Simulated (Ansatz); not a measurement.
One change: `[OH][Ga]([OH])[O][SiH3]` becomes `C[O][Ga]([OH])[OH]`.

Ansatz, PBE0-D4/def2-TZVP geometries, multiplicity 1. Each molecule was computed in one conformer, which needn't be the lowest.

Scalar relativity is left out up to krypton.

| property | `[OH][Ga]([OH])[O][SiH3]` |
| --- | --- |
| size of the dipole moment (B3LYP/def2-TZVPP) / D | 1.16 |
| HOMO–LUMO gap (B3LYP/def2-TZVPP) / eV | 6.97 |
| HOMO–LUMO gap (ωB97M-V/def2-TZVPP) / eV | 11.62 |
| LUMO energy (PBE0/def2-TZVPP) / eV | -1.13 |
| LUMO energy (PBE/def2-TZVPP) / eV | -2.09 |
| HOMO–LUMO gap (PBE/def2-TZVPP) / eV | 5.11 |

**Question.** What does the change do to each property? (Best estimate.)

**Answer.** Computed: 
```
                                        property  `C[O][Ga]([OH])[OH]`  shift
size of the dipole moment (B3LYP/def2-TZVPP) / D                  0.20  -0.96
           HOMO–LUMO gap (B3LYP/def2-TZVPP) / eV                  6.56  -0.41
         HOMO–LUMO gap (ωB97M-V/def2-TZVPP) / eV                 11.37  -0.25
              LUMO energy (PBE0/def2-TZVPP) / eV                 -0.81   0.32
               LUMO energy (PBE/def2-TZVPP) / eV                 -1.78   0.31
             HOMO–LUMO gap (PBE/def2-TZVPP) / eV                  4.63  -0.48
```

With PBE0 the HOMO rises by 0.69 eV and the LUMO rises by 0.32 eV, so the gap narrows by about 0.37 eV. PBE moves the HOMO by 0.80 eV and ωB97M-V by 0.58 eV. Dipoles are sizes alone; their direction can turn.

B3LYP here is the variant with VWN-RPA as its local correlation; programs differ in this.
